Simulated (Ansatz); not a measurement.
Cost and result up the ladder for Ge(vinyl)2(NMe2)2 (C8H18GeN2) (29 atoms). The state is a singlet with charge 0. Geometry: PBE-D4/def2-SVP.

Cartesian coordinates in Å:
```
Ge -0.0405 0.3835 -0.3239
C 1.4529 1.4543 -1.0118
C 1.4763 2.8006 -0.9881
H 2.3024 0.9160 -1.4728
H 0.6598 3.3958 -0.5407
H 2.3169 3.3815 -1.4091
C -1.7448 0.9231 -1.1088
C -2.7328 0.0416 -1.3532
H -1.8987 1.9933 -1.3376
H -2.5976 -1.0334 -1.1387
H -3.7049 0.3463 -1.7795
N -0.1250 0.6215 1.5086
C 1.0519 0.8809 2.3072
C -1.2552 0.1018 2.2466
H 0.8251 1.6045 3.1266
H 1.8552 1.3257 1.6865
H 1.4708 -0.0364 2.7978
H -2.1395 -0.0019 1.5859
H -1.0625 -0.9002 2.7110
H -1.5389 0.7918 3.0772
N 0.1446 -1.4381 -0.7021
C 0.2469 -1.8521 -2.0860
C 0.9046 -2.2620 0.2138
H 1.2947 -1.8323 -2.4883
H -0.3738 -1.2017 -2.7360
H -0.1226 -2.8972 -2.2173
H 0.7919 -1.8898 1.2517
H 0.5397 -3.3167 0.1953
H 2.0030 -2.3004 -0.0142
```

Ansatz on 2 threads of AMD EPYC 7R13 on a shared host and a share (18 GiB) of an NVIDIA H100 80GB HBM3. Times are rough, and most runs start from the orbitals of an earlier one. PBE0-D4/def2-TZVP serves as the yardstick here, not as an exact answer. Differences are given only for rows in sets of like size (and for xTB, whose basis is part of the method), since another set adds its own error. Binding counts from free atoms at the same level (Ge triplet, C triplet, H doublet, N quartet; other spins of the atoms weren't run), without zero-point energy or a counterpoise term.

Correlated methods freeze 19 core orbitals; core or outer-core shells of Ge are correlated, in sets that lack core-valence functions. The rows differ in basis, and correlated rows in double-zeta sets carry the largest basis error. Single mean-field runs in def2-TZVP are fitted with def2-universal-jkfit.

Run but left out: HF/STO-3G (restricted singlet, unstable in another Hartree–Fock run and untested here).

Correlated methods converge slowly with the basis, most of all in double-zeta sets.

```
                          level  functions  wall time  binding energy per atom (eV)  difference from PBE0-D4/def2-TZVP (eV)                  remarks
               PBE0-D4/def2-SVP        262      3.8 s                          4.11                                       –                        –
               PBE-D4/def2-TZVP        466      4.6 s                          4.13                                    0.07                        –
BLYP-D4/def2-TZVP (with forces)        466      4.6 s                          4.04                                   -0.02                        –
PBE0-D4/def2-TZVP (with forces)        466      5.5 s                          4.07                                    0.00                        –
                PBE-D4/def2-SVP        262      5.5 s                          4.17                                       –                        –
          LDA (SPW92)/def2-TZVP        466        6 s                          4.62                                    0.56                        –
                  MP2/def2-TZVP        466      6.5 s                          3.95                                   -0.11  restricted SCF unstable
            r2SCAN-D4/def2-TZVP        466      7.5 s                          4.04                                   -0.03                        –
               B97M-V/def2-TZVP        466      7.5 s                          4.03                                   -0.03                        –
               CCSD(T)/def2-SVP        262       16 s                          3.87                                       –  restricted SCF unstable
```
